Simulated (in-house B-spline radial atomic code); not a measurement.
Spin-orbit splittings of orbital energies (j = l + 1/2 less j = l - 1/2) and ratios of mean radii (lower j over upper j) along the 42-electron series, configuration [Kr] 4d6. Computed with a radial B-spline atomic code at the basis-set limit: Dirac-Hartree-Fock, average of the configuration, finite nuclei.

```csv
ion,Z,splitting of 3d (eV),radius ratio of 3d,splitting of 2p (eV),radius ratio of 2p,splitting of 3p (eV),radius ratio of 3p
Ru2+,44,4.4466,0.99118,131.68,0.96322,23.132,0.97486
Rh3+,45,5.0314,0.99084,145.41,0.96148,25.877,0.97384
Pd4+,46,5.673,0.9905,160.22,0.95969,28.871,0.97278
Ag5+,47,?,?,?,?,?,?
Cd6+,48,?,?,?,?,?,?
In7+,49,7.9758,0.98938,211.84,0.95406,39.51,0.96946
Sn8+,50,8.8825,0.98898,231.66,0.9521,43.666,0.9683
Sb9+,51,9.8654,0.98857,252.9,0.95008,48.16,0.96711
```

(1) Fill in the row of Ag5+.

(2) Fill in the row of Cd6+.

(3) With what power of Z does the column «splitting of 3d (eV)» change over this range?

Answers

(1) splitting of 3d (eV): 6.375; radius ratio of 3d: 0.99013; splitting of 2p (eV): 176.19; radius ratio of 2p: 0.95786; splitting of 3p (eV): 32.13; radius ratio of 3p: 0.9717.

(2) splitting of 3d (eV): 7.1414; radius ratio of 3d: 0.98976; splitting of 2p (eV): 193.37; radius ratio of 2p: 0.95598; splitting of 3p (eV): 35.67; radius ratio of 3p: 0.97059.

(3) A fit of the logarithm of its size against log Z from Z = 44 to 51 has slope 5.40. An unscreened hydrogenic electron would give 4 at low Z; screening makes the apparent power larger near the neutral end, and relativity raises it again at high Z.
